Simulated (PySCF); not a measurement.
SiBr₂Cl₂, SMILES Br[Si](Cl)(Cl)Br. Heavy atoms are numbered as in [Cl:1][Si:2]([Cl:3])([Br:4])[Br:5].

Geometry: B3LYP-D3(BJ)/def2-SVP.

Level of theory: PBE/pcSseg-1 run with PySCF.

GIAO shieldings, no solvent; atoms alike by connectivity are averaged. δ = σ(ref) − σ: ³⁵Cl against HCl (σ = 936.5 ppm); ²⁹Si against TMS (σ = 335.4 ppm), references at their B3LYP-D3(BJ)/def2-TZVP geometries, non-relativistic (without spin–orbit terms, shifts of atoms bonded to Cl or Br come out too high).

```json
[
 {"nucleus": "³⁵Cl", "atoms": "Cl1", "count": "2", "δ (ppm)": "285.6"},
 {"nucleus": "²⁹Si", "atoms": "Si2", "count": "1", "δ (ppm)": "43.5"}
]
```
